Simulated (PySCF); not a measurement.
Members of the series SiXY, Y = methyl; each row names its spin state. All species are isolated molecules in the gas phase. One relaxed conformer stands for each flexible species; it need not be the lowest. Strings in code marks are SMILES. Quantity: adiabatic spin-state energy. Level 1: PBE-D3(BJ)/def2-TZVP // PBE0-D3(BJ)/def2-SVP (PySCF). Level 2: ωB97X-D3(BJ)/def2-TZVP // PBE0-D3(BJ)/def2-SVP (PySCF).

```tsv
case	level 1 (kcal/mol)	level 2 (kcal/mol)
`B[Si]C` (excited triplet; H–B–Si–C torsion 180°): multiplicity 3 minus multiplicity 1	3.8	8.1
`C[SiH]` (excited triplet): multiplicity 3 minus multiplicity 1	19.1	24.5
`C[Si]C#N` (excited triplet): multiplicity 3 minus multiplicity 1	22.7	28.9
`C[Si]S` (excited triplet; C–Si–S–H torsion 92°): multiplicity 3 minus multiplicity 1	33.3	38.0
`CO[Si]C` (excited triplet; C–O–Si–C torsion 99°): multiplicity 3 minus multiplicity 1	38.7	43.8
`C[Si]F` (excited triplet): multiplicity 3 minus multiplicity 1	38.9	withheld
```

Question: Fit level 2 = a + b·x to the 5 complete rows by least squares, with x = level 1 in kcal/mol. Give a, b and the rms residual, and predict the withheld value.

Answer: Means of the 5 rows: x̄ = 23.52, ȳ = 28.66 kcal/mol. Σ(x − x̄)² = 735.17 and Σ(x − x̄)(y − ȳ) = 744.8, so b = 1.013 and a = ȳ − b·x̄ = 4.83 kcal/mol. The rms residual is 0.63 kcal/mol. At x = 38.9 the line gives 44.2 kcal/mol, outside the range of the fitted rows. The run for `C[Si]F` (excited triplet): multiplicity 3 minus multiplicity 1 gave 44.2 kcal/mol, so the line is off by 0.0 kcal/mol, within twice the rms residual.

Codes: PySCF.
